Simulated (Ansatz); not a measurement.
`[NH2][GaH][O][SiH3]` + HBr → `[NH2][GaH][Br]` + `O[SiH3]` at 700 K and 1 bar (ligand exchange at a Ga–O bond).

Gas-phase electronic energies from Ansatz, PBE0-D4/def2-TZVP geometries. CBS: MP2 limit from def2 TZ/QZ plus the TZ coupled-cluster correction, frozen cores. For Br, Ga outer-core shells are correlated without core-valence functions, which leaves a few kJ/mol of doubt a bond. Scalar relativity is left out up to krypton. Each species was taken in one conformer, which may not be the lowest.

```tsv
species	CCSD(T)/CBS energy (Eh)	H − E (kJ/mol)	S (J/(mol·K))
`[NH2][GaH][O][SiH3]`	-2346.59363	243.4	496.1
HBr	-2573.91920	36.5	223.7
`[NH2][GaH][Br]`	-4553.84396	140.5	397.2
`O[SiH3]`	-366.69042	144.6	321.6
```

H − E and S are ideal-gas, rigid-rotor, harmonic terms from PBE0-D4/def2-TZVP, for one conformer and one mirror image of each species. 1 Eh = 2625.50 kJ/mol, R = 8.31446 J/(mol·K).

By hand: ΔE, ΔH, ΔS and ΔG.

ΔE = (-4553.84396) + (-366.69042) − (-2346.59363) − (-2573.91920) = -0.02155 Eh = -56.6 kJ/mol. Δ(H − E) = 140.5 + 144.6 − 243.4 − 36.5 = 5.2, so ΔH = -51.4 kJ/mol. ΔS = 397.2 + 321.6 − 496.1 − 223.7 = -1.0 J/(mol·K). ΔG = -51.4 − 700 × (-1.0)/1000 = -50.7 kJ/mol.

By hand: the equilibrium constant, and the temperature at which ΔG would vanish if ΔH and ΔS stayed fixed.

log₁₀ K = −ΔG/(RT ln 10) = 3.8. ΔG = 0 at ΔH/ΔS = 51400 K, far beyond where these terms or the molecules hold.

The number of gas molecules stays the same, so ΔS is small and ΔH decides. A doubt of 5 kJ/mol in ΔE shifts log₁₀ K by 0.4 here. Other conformers and mirror images would add mixing entropy, several J/(mol·K) or more a flexible species. Modes under 60 cm⁻¹, often nearly free rotors, make the harmonic entropy too high. These are equilibria of isolated gas molecules and say nothing of rates. Largest T1 diagnostic: 0.013 (customary marks: 0.02 for closed shells, 0.045 for open ones).
